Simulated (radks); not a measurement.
Problem. The table gives one normalised radial function P(r) = r R(r) of V2+ in [Ne] 3s2 3p5 3d3 4f1 (r in bohr). Method: non-relativistic Kohn-Sham, LDA (Slater exchange, Perdew-Wang correlation), spin-polarised, spherical densities, point nucleus; open shells are filled with parallel spins first; computed with a radial shooting solver on a logarithmic mesh with Libxc functionals.

r,P
0.008059,0.0220
0.01241,0.0498
0.01912,0.1095
0.02945,0.2314
0.04537,0.4608
0.07044,0.8480
0.1085,1.3517
0.1671,1.7795
0.2574,1.7798
0.3965,1.2023
0.6108,0.4620
0.9484,0.0753
1.461,0.0038
2.25,0.0000
3.466,0.0000
5.339,0.0000
8.289,0.0000
12.77,0.0000
19.67,0.0000

Which n and l does it have? It may be an empty orbital.

Solution. n = 2, l = 1: the number of nodes gives n - l - 1 = 0, the rise at small r (about r^(l+1)) gives l, and the extent must fit the shell. The curve is that of 2p down; the table hardly tells the two spins apart. 2p down: eigenvalue -532.20 eV, 0 radial nodes, <r> = 0.275 bohr, 90 % of the charge inside 0.451 bohr.
